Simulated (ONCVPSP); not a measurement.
## Before and after: ONCV potential for Al (Z = 13)

```json
{
 "Element": "aluminium (Al)",
 "Generator": "ONCVPSP 4.0.1",
 "Type": "optimised norm-conserving Vanderbilt (ONCV)",
 "Functional": "LDA (Perdew-Wang 92)",
 "Relativity": "scalar-relativistic",
 "Frozen core": "[Ne]",
 "Valence charge": "3",
 "Reference configuration": "3s2 3p1",
 "Partial waves": "3s: rc 2.25 bohr, ncon 3, nbas 7, qcut 3.8 1/bohr, 2 projectors, debl 0.5 Ha; 3p: rc 2.00 bohr, ncon 4, nbas 8, qcut 3.8 1/bohr, 2 projectors, debl 3.3 Ha; d scattering state at 0.14 Ha: rc 1.75 bohr, ncon 4, nbas 7, qcut 5.6 1/bohr, 2 projectors, debl 0.5 Ha",
 "Local potential": "polynomial inside 1.75 bohr (lpopt 5, dvloc0 4 Ha)",
 "Core correction": "Teter function, fcfact 5, rcfact 1.7"
}
```

All-electron outer shells of the reference configuration (LDA (PZ), scalar-relativistic, ld1.x):

| shell | level (eV) | outermost node (bohr) | outermost maximum (bohr) |
| --- | --- | --- | --- |
| 2s | -107.50 | 0.17 | 0.50 |
| 2p | -69.71 | – | 0.43 |
| 3s | -7.84 | 0.80 | 2.06 |
| 3p | -2.79 | 0.82 | 2.64 |

Change: s: qcut 2.5; p: qcut 2.5; d: qcut 3.7.

Cutoffs: the cutoffs (Ha) at which the residual kinetic energy of the hardest occupied pseudo-wave falls to 1 and 0.1 mHa per electron; they do not see the model core or the augmentation charge, which bear on the density cutoff. Errors are all-electron minus pseudo energies relative to the spin-unpolarised reference configuration.

Task: How do hardness, ghosts and transferability respond?

Result: The potential gets harder (5.0 Ha and 6.7 Ha → 7.4 Ha and 27 Ha); the lowest positive-energy flag moves from none to s at 37.8 eV; of the 4 tests that both files solve, the error grows in 1 and shrinks in 0 by more than 15 % and 0.3 meV (median size 18.7 → 22.6 meV); neither file shows a bound ghost.

```csv
quantity,base,changed
"cutoff, loose",5.0 Ha,7.4 Ha
"cutoff, tight",6.7 Ha,27 Ha
loose cutoff by channel,"s 5.0 Ha, p 2.2 Ha","s 7.4 Ha, p 2.1 Ha"
bound ghosts,none,none
GHOST(+) flags under 300 eV,none,s at 37.8 eV
"error for 3s2 3p0, meV [ΔE 5.84 eV]",-9.3,-8.2
"error for 3s1 3p0, meV [ΔE 25.21 eV]",-134,-145
"error for 3s2 3p0.5, meV [ΔE 2.12 eV]",-1.4,-1.3
"error for 3s1 3p1, meV [ΔE 11.66 eV]",-28,-37
s: phases at 2.28 bohr within 0.05 rad from the reference energy up to (Ha; the scan ends near 5),2.1,1.2
p: phases at 2.03 bohr within 0.05 rad from the reference energy up to (Ha; the scan ends near 5),3.9,3.9
d: phases at 1.77 bohr within 0.05 rad from the reference energy up to (Ha; the scan ends near 5),4.5,4.4
"rms error of d²Exc/dni dnj with the model core, mHa",3.10,3.23
```

Base: The cutoffs count occupied waves only; projector 2 of the p channel, the hardest unoccupied one, needs 14 Ha at the loose tolerance.
